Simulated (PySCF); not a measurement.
biphenyl (C₁₂H₁₀), SMILES c1cccc(-c2ccccc2)c1. Coordinates come from a B3LYP-D3(BJ)/def2-SVP optimisation. Other conformers were not sampled.

Computed equilibrium geometry at B3LYP-D3(BJ)/def2-SVP (PySCF confirms it by a frequency run) as bond lengths and angles, and its point group (one conformer of several):
point group D2.
Atoms: C1 C2 C3 C4 C5 C6 C7 C8 C9 C10 C11 C12 H13 H14 H15 H16 H17 H18 H19 H20 H21 H22. Bond lengths (Å): C1–C2 1.398, C1–C12 1.398, C1–H13 1.093, C2–C3 1.396, C2–H14 1.093, C3–C4 1.407, C3–H15 1.092, C4–C5 1.485, C4–C11 1.407, C5–C6 1.407, C5–C10 1.407, C6–C7 1.396, C6–H16 1.092, C7–C8 1.398, C7–H17 1.093, C8–C9 1.398, C8–H18 1.093, C9–C10 1.396, C9–H19 1.093, C10–H20 1.092, C11–C12 1.396, C11–H21 1.092, C12–H22 1.093. Angles (°): C2–C1–C12 119.4, C2–C1–H13 120.3, C12–C1–H13 120.3, C1–C2–C3 120.3, C1–C2–H14 120.1, C3–C2–H14 119.7, C2–C3–C4 121.0, C2–C3–H15 119.6, C4–C3–H15 119.4, C3–C4–C5 120.9, C3–C4–C11 118.1, C5–C4–C11 120.9, C4–C5–C6 120.9, C4–C5–C10 120.9, C6–C5–C10 118.1, C5–C6–C7 121.0, C5–C6–H16 119.4, C7–C6–H16 119.6, C6–C7–C8 120.3, C6–C7–H17 119.7, C8–C7–H17 120.1, C7–C8–C9 119.4, C7–C8–H18 120.3, C9–C8–H18 120.3, C8–C9–C10 120.3, C8–C9–H19 120.1, C10–C9–H19 119.7, C5–C10–C9 121.0, C5–C10–H20 119.4, C9–C10–H20 119.6, C4–C11–C12 121.0, C4–C11–H21 119.4, C12–C11–H21 119.6, C1–C12–C11 120.3, C1–C12–H22 120.1, C11–C12–H22 119.7.
